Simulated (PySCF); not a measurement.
**Two-component Hartree-Fock for Tm³⁰⁺ (thulium, charge +30)**

Start: [Kr] 4d3; 4d3/2 filled at m_j = -1/2, +1/2, +3/2. Calculated with PySCF 2.14 in an uncontracted even-tempered set (17 s from 2.8 bohr⁻², ratio 2.8; 14 p from 3.6 bohr⁻², ratio 2.8; 9 d from 3.6 bohr⁻², ratio 2.8; 3 f from 14 bohr⁻², ratio 3): generalised Hartree-Fock with the X2C-1e Hamiltonian and a Gaussian nucleus; one run each with spin-orbit coupling (SO) switched off, then screened by Boettger's factors.

| spinor shell | electrons | ε, spin-free (eV) | ε, screened SO (eV) | weight of nominal j (screened SO) | rms radius, screened SO (bohr) |
| --- | --- | --- | --- | --- | --- |
| 1s1/2 | 2 | -60813.1 | -60797.8 | 1.000 | 0.0227 |
| 2s1/2 | 2 | -11325.6 | -11320.2 | 1.000 | 0.0918 |
| 2p1/2 | 2 | -10129.5 | -10826.1 | 1.000 | 0.0783 |
| 2p3/2 | 4 | -10129.5 | -9837.2 | 1.000 | 0.0852 |
| 3s1/2 | 2 | -3446.2 | -3444.0 | 1.000 | 0.234 |
| 3p1/2 | 2 | -3076.3 | -3228.0 | 1.000 | 0.225 |
| 3p3/2 | 4 | -3076.3 | -3010.9 | 1.000 | 0.238 |
| 3d3/2 | 4 | -2621.2 | -2650.5 | 1.000 | 0.211 |
| 3d5/2 | 6 | -2621.2 | -2599.1 | 1.000 | 0.215 |
| 4s1/2 | 2 | -1459.3 | -1458.4 | 1.000 | 0.491 |
| 4p1/2 | 2 | -1317.1 | -1368.6 | 0.997 | 0.495 |
| 4p3/2 | 4 | -1317.1 | -1294.1 | 0.999 | 0.522 |
| 4d3/2 | 3 | -1155.2 | -1159.1 | 0.987 | 0.511 |

```csv
quantity,spin-free,screened SO
E (hartree),-13095.06661,-13107.75623
M_J,3/2,3/2
⟨J²⟩,6.752,3.852
⟨L²⟩,12.002,8.324
⟨S²⟩,3.750,2.256
```

Each row is a mean over spinors that exchange with the open shell spreads, by up to 11.177 eV (4p1/2).

⟨J²⟩ departs a little from M_J(M_J + 1) because the unrestricted spinors polarise the closed shells.

Breit and QED terms are absent; they matter most for the inner s and p1/2 levels.

Densities and radii are taken from the X2C orbitals without a picture-change correction, which distorts them close to the nucleus.

Without spin-orbit coupling the j labels of p, d and f shells carry no meaning; the spin-free column gives the mean over the occupied spinors of each nl shell, and its ⟨J²⟩ belongs to a mixture of degenerate components.
